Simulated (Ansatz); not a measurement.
A made-up structure of MgGeH$_{3}$, doublet:

```
5
angstrom
Mg 0.0619 0.0671 -0.1344
Ge -0.9487 -1.0294 2.0614
H -1.1383 0.5761 -1.2564
H 1.0144 1.4648 0.1779
H 1.0880 -0.9947 -1.0165
```

It is relaxed with PBE-D4/def2-SVP and then PBE0-D4/def2-TZVP (Ansatz 0.2.0). Atoms count as bonded within 1.22 times the sum of their covalent radii (H–H: 0.88 Å). The end point is not checked to be a true minimum.

Question: Does its bonding change? (A judgement: the text doesn't fix the answer.)

Answer: Computed: Yes. Formed: Ge2–H3, Ge2–H4, Ge2–H5; broken: none.

Where it ends: The first stage lowers the energy by 5.05 eV in 13 steps. It ends as MgGeH₃ ([H]1[Mg]23[H][Ge]12[H]3):
| atom | x (Å) | y (Å) | z (Å) |
| --- | --- | --- | --- |
| Mg1 | 0.5778 | 0.6341 | -1.2701 |
| Ge2 | -0.4142 | -0.4549 | 0.9111 |
| H3 | -1.2306 | 0.1530 | -0.3908 |
| H4 | 0.5419 | 0.8867 | 0.7817 |
| H5 | 0.6024 | -1.1350 | -0.2001 |

Labels in which every atom is bracketed show which atoms are joined, not bond orders.

For scale, one of the runs: PBE0-D4/def2-TZVP relaxation, 98 basis functions, launched by `ansatz run in.yaml --threads 2 --pin off --events-out ev --progress --plain --max-ram 4352MiB`. Hardware: 2 CPU threads of an Arm Neoverse V1, shared host. Wall time about 16 s.
